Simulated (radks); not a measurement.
Values are calculated unless marked as measured or tabulated.
Spherical quantum dot in the effective-mass picture: electrons in a hard-walled sphere of radius 1.65, all in effective atomic units (hartree* = m*/eps^2 hartree, bohr* = eps/m* bohr), one dielectric constant everywhere. Level of theory: non-relativistic Kohn-Sham, exchange-only LDA, spin-polarised, spherical densities (a radial shooting solver with Libxc functionals). Levels are named by radial order and angular momentum (1s, 1p, 1d, 2s, ...), and open shells are averaged over m. Each electron was tried in the lowest free levels, single moves between levels near the top were tried too, and the lowest total energy was kept; such a search can miss a lower state. At N = 1 the Hartree and exchange-correlation terms need not cancel, so that row can carry a self-interaction error.

N	open shells	2S	E (hartree*)	addition energy mu(N+1) - mu(N) (hartree*)	e(HOMO) (hartree*)	rms radius (bohr*)
1	1s(up 1, down 0)	1	1.88541	1.063	2.2682	0.8818
2	none	0	4.83340	2.516	3.3148	0.9007
3	1p(up 1, down 0)	1	10.2975	0.7718	5.8434	0.9529
4	1p(up 2, down 0)	2	16.5334	0.7974	6.6322	0.9807
5	1p(up 3, down 0)	3	23.5668	1.091	7.4360	0.9993
6	1p(up 3, down 1)	2	31.6911	0.7516	8.4935	1.014
7	1p(up 3, down 2)	1	40.5671	0.7780	9.2623	1.025
8	none	0	50.2210	2.912	10.047	1.035
9	1d(up 1, down 0)	1	62.7868	0.7517	12.940	1.050
10	1d(up 2, down 0)	2	76.1042	0.7577	13.696	1.062
11	1d(up 3, down 0)	3	90.1793	0.7613	14.455	1.072
12	1d(up 4, down 0)	4	105.016	0.7636	15.218	1.081
13	1d(up 5, down 0)	5	120.616	1.022	15.982	1.089
14	1d(up 5, down 1)	4	137.238	0.7401	16.991	1.096
15	1d(up 5, down 2)	3	154.599	0.7464	17.734	1.103
16	1d(up 5, down 3)	2	172.708	0.7503	18.483	1.108
17	1d(up 5, down 4)	1	191.566	0.7530	19.235	1.114
18	none	0	211.178	3.072	19.989	1.119
19	2s(up 1, down 0)	1	233.862	0.9997	23.162	1.113
20	2s(up 1, down 0) 1f(up 1, down 0)	2	257.545	0.7338	24.050	1.120
21	2s(up 1, down 0) 1f(up 2, down 0)	3	281.963	0.7353	24.785	1.126
22	2s(up 1, down 0) 1f(up 3, down 0)	4	307.116	-	25.521	1.131

All shells are closed at N = 2, 8, 18 (there: 1s2 1p6 1d10); the second difference of the energy has clear peaks (12 % above both neighbours; the first and last values, which can be the largest, are not judged, and half-filled shells can peak too) at N = 2, 5, 8, 13, 18.
